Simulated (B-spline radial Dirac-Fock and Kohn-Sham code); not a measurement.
ΔSCF core binding energies without Breit or QED terms, calculated with a radial B-spline solver.

A sound run for arsenic as As⁷⁺, [Ar] 3d8: The ground state converged in 10 iterations, with total energy -2243.57812 Ha, virial ratio 1.97735 and highest orbital energy -185.23 eV. ΔSCF binding energies: K (1s) 12045.9 eV, L3 (2p3/2) 1479.9 eV. Holes are computed only in closed shells, and unreliable hole states are left out.

A second run, with one unsound setting: The ground state had not converged after 2 iterations, with total energy -2237.46028 Ha, virial ratio 1.92652 and highest orbital energy -127.60 eV. ΔSCF binding energies: K (1s) 12092.6 eV, L3 (2p3/2) 1507.3 eV (not all states converged, so these are not final). Holes are computed only in closed shells, and unreliable hole states are left out.

```
iter   energy (Ha)        error
   1    -2216.71881676  1.80e+00
   2    -2237.46028106  9.85e-01
```

Question: Which fault fits the second run best?
A. box too small
B. mesh too coarse
C. nuclear radius in wrong units
D. too few iterations

Answer: D. The input had maxit = 2: maxit ends the run before self-consistency.
